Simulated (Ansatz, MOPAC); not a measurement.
Spectroscopic constants of InS, multiplicity 2 (lowest of 2S+1 = 2, 4 at CCSD(T)/def2-TZVPP on PBE0 minima; our sources give no spin for the ground state, which may be another). No spin–orbit coupling.

The constants come from a fifth-degree fit in 1/R (seven points, main isotopes). Runs in def2 and cc sets follow the lowest solution found near the PBE0 minimum.

Correlated levels freeze the inner cores; with def2 sets outer-core shells near the valence are correlated too. CBS(a, b) extrapolates the correlation energy as X⁻³ and adds the Hartree–Fock energy of set b. The state that AM1 reach isn't checked.

Run with Ansatz (a program for electronic structure) with Gaussian orbitals; MOPAC for AM1 (differences of heats of formation).  In def2 rows elements past Kr take small-core potentials, without spin–orbit coupling.

```csv
level,r_e (Å),ω_e (cm⁻¹),ω_e x_e (cm⁻¹),dipole (D)
AM1,2.336,[?],1.5,-
SVWN5/def2-TZVPP,2.246,399,1.8,3.61
PBE/def2-TZVPP,2.289,369,1.8,3.85
BHLYP/def2-TZVPP,2.299,348,1.8,4.36
wB97M-V/def2-TZVPP,2.272,370,2.1,4.23
CCSD/def2-QZVPP,2.282,365,2.0,-
CCSD(T)/def2-QZVPP,2.272,379,2.1,-
"CCSD(T)/CBS(def2-TZVPP, def2-QZVPP)",[?],[?],2.2,-
```

**Question.** What belongs in the gaps?

**Answer.** 
- CCSD(T)/CBS(def2-TZVPP, def2-QZVPP), r_e (Å): 2.267
- CCSD(T)/CBS(def2-TZVPP, def2-QZVPP), ω_e (cm⁻¹): 382
- AM1, ω_e (cm⁻¹): 314
